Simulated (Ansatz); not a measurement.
Reaction (cleavage of the Si–Sn bond): `[CH3][SnH2][SiH2]F` + `BC(=C)S` → `BC(=C)S[SiH2]F` + `[CH3][SnH3]`

Gas-phase electronic energies from Ansatz, PBE0-D4/def2-TZVP geometries. CBS: MP2 limit from def2 TZ/QZ plus the TZ coupled-cluster correction, frozen cores. Functionals use def2-TZVPP. B3LYP here is the variant with VWN-RPA as its local correlation; programs differ in this. Elements past krypton have def2 core potentials. For Sn outer-core shells are correlated without core-valence functions, which leaves a few kJ/mol of doubt a bond. Each species was taken in one conformer, which may not be the lowest.

`[CH3][SnH2][SiH2]F`:

Cartesian coordinates in Å:
```
C -1.246 -0.768 -1.282
Sn 0.509 0.335 -0.735
Si 0.776 0.422 1.820
F -0.543 1.087 2.459
H -1.353 -0.777 -2.366
H -2.127 -0.303 -0.839
H -1.167 -1.794 -0.923
H 1.889 -0.419 -1.416
H 0.409 1.919 -1.374
H 1.941 1.238 2.250
H 0.910 -0.939 2.407
```

`BC(=C)S`:

Cartesian coordinates in Å:
```
B -0.301 -0.148 1.209
C -0.011 -0.028 -0.297
C 1.024 0.731 -0.696
S -1.000 -0.859 -1.495
H 0.408 0.440 1.970
H -1.209 -0.807 1.625
H 1.299 0.871 -1.738
H 1.627 1.239 0.047
H -1.837 -1.439 -0.625
```

`BC(=C)S[SiH2]F`:

Z-matrix (Å, degrees):
```
Si
S 1 2.114
F 1 1.597 2 113.8
H 1 1.479 2 104.6 3 116.7
H 1 1.480 2 110.6 3 -121.0
C 2 1.779 1 103.3 3 82.4
C 6 1.343 2 117.5 1 161.2
B 6 1.539 2 123.9 1 -24.2
H 7 1.086 6 123.2 2 -0.5
H 7 1.084 6 119.4 2 178.6
H 8 1.194 6 122.5 2 -5.4
H 8 1.195 6 117.7 2 175.9
```

`[CH3][SnH3]`:

Z-matrix (Å, degrees):
```
C
Sn 1 2.140
H 1 1.090 2 110.0
H 1 1.090 2 110.0 3 -120.0
H 1 1.090 2 110.0 3 120.0
H 2 1.709 1 110.1 3 -59.7
H 2 1.709 1 110.1 3 -179.7
H 2 1.709 1 110.1 3 60.3
```

Q: Is it downhill or uphill in electronic energy at CCSD(T)/CBS, and by how much? (Best estimate.)

A: Computed: Downhill: ΔE = -43.1 kJ/mol.

Q: What do these levels give: PBE0-D4, B3LYP-D4, ωB97X-V, ωB97M-V, B2PLYP, HF/def2-TZVPP, SCS-MP2/def2-TZVPP, CCSD/def2-TZVPP, CCSD(T)/def2-TZVPP, MP2/def2-QZVPP, SCS-MP2/def2-QZVPP, MP2/CBS(def2)? (Best estimate.)

A: Computed: PBE0-D4 -42.2, B3LYP-D4 -42.9, ωB97X-V -46.1, ωB97M-V -48.8, B2PLYP -43.3, HF/def2-TZVPP -45.8, SCS-MP2/def2-TZVPP -48.9, CCSD/def2-TZVPP -45.0, CCSD(T)/def2-TZVPP -46.7, MP2/def2-QZVPP -48.8, SCS-MP2/def2-QZVPP -47.0, MP2/CBS(def2) -47.4 kJ/mol.

Largest T1 diagnostic among the species: 0.012.

From PBE to PBE0 (25 % exact exchange), in def2-TZVPP and without D4, ΔE moves by −3.9 kJ/mol. The D4 term adds −6.0 kJ/mol with B3LYP and −3.1 kJ/mol with PBE0; it sums over pairs of atoms, weighted by their polarisabilities, and B3LYP, whose exchange is more repulsive, gets the larger term.
